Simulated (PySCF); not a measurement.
How the method changes the constants of CsLi

State: ¹Σ⁺ (singlet), closed shell. Set-up: basis Cs def2-SVP with ECP46, Li def2-SVP; scalar-relativistic core potentials; PySCF 2.14. De refers to Cs + Li in their ground configurations, without counterpoise correction. A positive dipole means Cs(−)Li(+).

```
      Level  Re (Å)  ωe (cm⁻¹)  De (eV)  μ (D)
    RHF-MP2   3.808        174    0.349    n/a
RHF-SCS-MP2   3.825        173    0.428    n/a
   RHF-CCSD   3.791        174     0.57    n/a
RHF-CCSD(T)   3.792        172     0.59    n/a
        PBE   3.778        169     0.65  -4.03
     PBEsol   3.757        172     0.67  -3.91
       BP86   3.776        168     0.61  -3.74
     r²SCAN   3.845        168     0.52  -5.00
       PBE0   3.789        174     0.60  -4.84
        M06   3.808        170     0.78  -5.96
  CAM-B3LYP   3.748        181     0.56  -4.90
```

(1) Which functional lies closest to RHF-CCSD(T) in De, which farthest, and by how much do they differ from it?

(2) What does a quarter of exact exchange do here, going from PBE to PBE0?

(3) What does the step from GGA to meta-GGA do here, going from PBE to r²SCAN?

Correlated steps freeze no core orbitals. Closed-shell solutions of metal pairs were not tested for spin polarisation, which can lower them a little. Correlated levels converge slowly with the basis: in double zeta they bind strong bonds too weakly, by up to about 1 eV, and carry superposition errors of some tenths. Spin–orbit coupling is left out. Where the molecule has an RHF reference, its open-shell atoms are computed with UHF.

Results:

(1) Closest is PBE0 (-0.3 pm in Re, +1.2 % in ωe, +0.01 eV in De against RHF-CCSD(T) in the same basis), farthest M06 (+1.6 pm in Re, -1.2 % in ωe, +0.19 eV in De). CCSD(T) converges more slowly with the basis than the functionals do and binds too weakly in this one, so the order can change at the basis-set limit.

(2) PBE0 less PBE: +1.1 pm in Re, +3.0 % in ωe, -0.05 eV in De. Exact exchange removes part of the self-interaction that spreads semilocal densities, and in most molecules shortens and stiffens the bond and lowers De; here Re goes the other way.

(3) r²SCAN less PBE: +6.7 pm in Re, -0.6 % in ωe, -0.13 eV in De.
